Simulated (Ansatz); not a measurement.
Basis-set extrapolation for CH$_{6}$F$_{2}$OSSi$_{2}$ (`CO[SiH2]S[SiH](F)F`) (PBE0-D4/def2-TZVP geometry, frozen core, the Gaussian-basis code of Ansatz). Multiplicity 1, RHF reference.

```json
{"": "HF", "def2-TZVPP": "-1290.915694", "def2-QZVPP": "-1290.960925"}
{"": "MP2 correlation", "def2-TZVPP": "-1.319038", "def2-QZVPP": "-1.433947"}
{"": "CCSD(T) correlation", "def2-TZVPP": "-1.416965", "def2-QZVPP": "not run"}
```

Energies in hartree. Use E(X) = E(∞) + A·exp(−7.88·√X) for Hartree–Fock and E(X) = E(∞) + B·X^(−2.97) for correlation, with X = 3 and 4, and add CCSD(T) minus MP2 of the smaller set to the MP2 limit.

Problem. What is the CCSD(T) energy at the basis-set limit?

Solution. HF limit: -1290.960925 + (-0.045231) × 0.13774 = -1290.96716. MP2 limit: -1.433947 + (-0.114909) × 0.74074 = -1.51906. Higher-order term: -1.416965 − (-1.319038) = -0.09793. Total: -1292.58415 hartree, 660.3 kJ/mol below CCSD(T)/def2-TZVPP.
